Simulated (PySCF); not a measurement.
**A search over the determinants of ZnS**

Unrestricted PBE0; PySCF, spin-free X2C with a Gaussian nucleus, basis sets Zn x2c-SVPall, S x2c-SVPall. Outer shells of the fragments: Zn 3d10 4s2; S 3s2 3p4.

Followed along the bond (rough minima from three points):

```json
{"2Ms+1": "1", "unpaired": "none", "⟨S²⟩ at the start": "0.00", "R at minimum (Å)": "2.06", "Te (eV)": "0.00"}
{"2Ms+1": "3", "unpaired": "σ ↑, π ↑", "⟨S²⟩ at the start": "2.01", "R at minimum (Å)": "2.27", "Te (eV)": "0.04"}
{"2Ms+1": "1", "unpaired": "σ ↓, π ↑", "⟨S²⟩ at the start": "1.01", "R at minimum (Å)": "2.26", "Te (eV)": "0.15"}
```

Solutions found at the starting distance of 2.175 Å, counted from the lowest of them; the search is not exhaustive and high or unbound solutions are not listed, so other states can lie among these:

| 2Ms+1 | unpaired | term | E (eV) | ⟨S²⟩ | ⟨Lz²⟩ | μ (D) |
| --- | --- | --- | --- | --- | --- | --- |
| 3 | σ ↑, π ↑ | ³Π | 0.00 | 2.01 | 1.01 | -1.73 |
| 1 | none | ¹Σ⁺ | 0.03 | 0.00 | 0.00 | -5.38 |
| 1 | σ ↓, π ↑ | mixed | 0.12 | 1.01 | 1.01 | -1.81 |
| 3 | σ ↑↑ | ³Σ⁺ | 2.20 | 2.01 | 0.00 | -2.97 |
| 3 | π ↑↑ | ³Σ⁻ | 2.64 | 2.01 | 0.00 | 3.96 |
| 1 | π ↑↓ | mixed | 3.07 | 1.01 | 2.02 | 3.94 |

A term symbol is given only where ⟨S²⟩ and ⟨Lz²⟩ are close to those of a pure state; real π, δ and φ orbitals otherwise mix terms. A positive dipole means Zn(−)S(+).

Compare the gap between the two lowest followed solutions at the starting distance with the gap between their minima.

At PBE0 the second solution (triplet, unpaired electrons σ ↑, π ↑) lies -0.03 eV from the first (singlet, closed shell) at 2.175 Å and +0.04 eV at the minima; the two curves relax by different amounts, since their minima lie near 2.27 and 2.06 Å. A gap this small is a tie at this level.

Counting both spins, an empty level lies below a filled one in some of these solutions, because spin and occupation are held.
